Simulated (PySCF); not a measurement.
MS for M along group 13

PBE0 with double-zeta basis sets in PySCF, for the lowest determinant that a PBE0 search found; no spin–orbit coupling. De refers to high-spin ground-configuration atoms. A positive dipole means M(−)S(+).

```json
{"M": "B", "basis": "def2-SVP", "state (unpaired electrons)": "doublet (σ ↑)", "Re (Å)": "1.614", "ωe (cm⁻¹)": "1224", "De (eV)": "6.09", "μ (D)": "-0.84"}
{"M": "Al", "basis": "def2-SVP", "state (unpaired electrons)": "doublet (σ ↑)", "Re (Å)": "2.034", "ωe (cm⁻¹)": "631", "De (eV)": "4.18", "μ (D)": "-3.62"}
{"M": "Ga", "basis": "def2-SVP", "state (unpaired electrons)": "doublet (σ ↑)", "Re (Å)": "2.071", "ωe (cm⁻¹)": "475", "De (eV)": "3.70", "μ (D)": "-3.15"}
{"M": "Tl", "basis": "def2-SVP", "state (unpaired electrons)": "doublet (π ↑)", "Re (Å)": "2.612", "ωe (cm⁻¹)": "274", "De (eV)": "2.98", "μ (D)": "-3.39"}
```

**Question.** By what factor does the bond length vary along the series?

**Answer.** At PBE0 it runs from 1.614 Å (BS) to 2.612 Å (TlS), a factor of 1.62.

The state changes along the series, so neighbouring rows are not always alike in their bonding.

These are scalar-relativistic numbers at best; spin–orbit coupling would shift them, the dissociation energy most. States were picked by a PBE0 search and need not be the measured ground states.
